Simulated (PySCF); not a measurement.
**[Tb(H2S)2]3+ at several levels of theory**

Computed with PySCF 2.14.0 (density fitting, no spin-orbit coupling) at the geometry relaxed with PBE:

```xyz
7
[Tb(H2S)2]3+ (singlet in the valence; each metal's 4f electrons, 8 of them, lie in its core potential, out of spins and levels)
Tb   -1.3830    0.0000    0.0000
S     0.4246    0.1480    2.1474
H     0.8842    1.4517    2.2321
H    -0.3178    0.1592    3.3181
S     0.4246   -0.1480   -2.1474
H     0.8842   -1.4517   -2.2321
H    -0.3178   -0.1592   -3.3181
```

```tsv
level	basis	state	HOMO (eV)	gap (eV)	charge on Tb1 (e)	population of f-type functions on Tb1 (polarisation alone where 4f lies in the core)	dipole about the centre of mass (D)	largest force component (eV/Å)
PBE	Tb lcecp-1-SVP with ECP54, S def2-SVP, H def2-SVP	singlet	-21.65	2.65	1.83	0.01	0.37	0.01
PBE0	the same	singlet	-22.78	4.67	1.93	0.01	0.25	0.30
M06-L	the same	singlet	-21.84	3.28	2.03	0.01	0.51	0.34
BP86	the same	singlet	-21.74	2.70	1.84	0.01	0.32	0.02
wB97X	the same	singlet	-25.04	9.15	1.99	0.01	0.92	0.50
```

In the lcecp rows the 4f levels are missing from HOMO and gap, and the state counts the valence alone.

Charges are Mulliken's, which hang on the basis. The relaxation used the grid (50, 194), these runs (75, 302) or, all-electron (x2c bases, spin-free X2C Hamiltonian), (99, 590).

Problem. What does PBE with Tb lcecp-1-TZVP with ECP54, S def2-TZVP, H def2-TZVP give here?

Solution. state singlet, HOMO (eV) -21.57, gap (eV) 2.70, charge on Tb1 (e) 1.96, population of f-type functions on Tb1 (polarisation alone where 4f lies in the core) 0.02, dipole about the centre of mass (D) 0.75, largest force component (eV/Å) 0.22. Time: 11 s on 2 threads of Arm Neoverse V1, with other jobs on the host, from free ions and atoms.

In the first row's basis the gap widens with exact exchange: 2.6 to 3.3 eV for PBE, BP86, M06-L (none); 4.7 eV for PBE0 (a fixed share); 9.1 eV for wB97X (rising or full at long range).

An lcecp potential fixes the number of 4f electrons, so in runs with it no electron can move into or out of that shell.
